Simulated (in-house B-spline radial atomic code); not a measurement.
A radial electron density 4πr²n(r) was computed for an atom or ion in its tabulated ground configuration with an all-electron radial atomic-structure program (B-spline basis); method: non-relativistic Hartree-Fock, average of configuration. Columns: r (bohr), 4πr²n(r) (electrons per bohr), bar.

```
 0.00168   0.8548 #
 0.00195    1.131 #
 0.00226    1.487 ##
 0.00263    1.964 ##
 0.00305    2.567 ###
 0.00354    3.344 ####
 0.00411    4.336 #####
 0.00478    5.604 ######
 0.00555     7.17 ########
 0.00644    9.086 ##########
 0.00748    11.42 #############
 0.00869     14.2 ################
  0.0101    17.42 ###################
  0.0117    20.97 #######################
  0.0136    24.91 ###########################
  0.0158    28.95 ################################
  0.0184    32.92 ####################################
  0.0213    36.26 ########################################
  0.0248    38.82 ###########################################
  0.0287    40.05 ############################################
  0.0334    39.73 ############################################
  0.0388    37.77 ##########################################
   0.045    34.47 ######################################
  0.0523    30.37 #################################
  0.0607    26.49 #############################
  0.0705    23.77 ##########################
  0.0819    22.95 #########################
  0.0951     24.1 ##########################
    0.11    26.39 #############################
   0.128    28.58 ###############################
   0.149    28.99 ################################
   0.173    26.63 #############################
   0.201    21.64 ########################
   0.233    15.34 #################
   0.271     9.14 ##########
   0.315    4.512 #####
   0.366    1.795 ##
   0.424   0.5701 #
   0.493   0.1319 
   0.573  0.02188 
   0.665 0.002518
```

Question: Which atom or ion is it?
A. Se28+
B. Se27+
C. Ge27+
D. Rb28+

Answer: B. The area under the curve, ∫4πr²n dr = ∫r·4πr²n d(ln r) on this logarithmic grid, is 7 electrons, which only this option has. The configuration is [He] 2s2 2p3.
